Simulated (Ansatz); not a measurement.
The cluster Si7Au (the lowest doublet isomer of a short search). The state is a doublet with charge 0. Geometry PBE0-D4/def2-SVP, basis def2-TZVP, Ansatz.

```xyz
8

Au   -0.331   -0.018   -2.167
Si    2.116   -1.074    0.390
Si    0.110   -0.052    1.415
Si   -1.579    0.865   -0.163
Si   -1.928   -1.213    1.017
Si    0.132    2.307    0.661
Si    1.514    0.952   -0.781
Si   -0.035   -1.767   -0.372
```

```json
{"run": "A", "HOMO (eV)": "-6.61", "LUMO (eV)": "-1.88"}
{"run": "B", "HOMO (eV)": "-5.25", "LUMO (eV)": "-3.52"}
{"run": "C", "HOMO (eV)": "-6.11", "LUMO (eV)": "-2.54"}
{"run": "D", "HOMO (eV)": "-4.51", "LUMO (eV)": "-4.07"}
{"run": "E", "HOMO (eV)": "-4.72", "LUMO (eV)": "-4.11"}
```

In the def2 sets Au takes a core potential; there is no spin–orbit coupling. The structure comes from a short search, and lower isomers may exist.

HOMO and LUMO are taken over both spins.

Problem. The runs used CAM-B3LYP, PBE, PBE0, r2SCAN, ωB97M-V. Estimate which is which.

Solution. A ωB97M-V (range-separated); B PBE0 (25 % exact exchange); C CAM-B3LYP (range-separated); D PBE (0 % exact exchange); E r2SCAN (0 % exact exchange). Exact exchange lowers occupied and raises empty levels; among semilocal functionals meta-GGAs tend to open the gap a little, and such runs are hard to tell apart. The gap grows from 0.43 eV (PBE) to 4.73 eV (ωB97M-V).
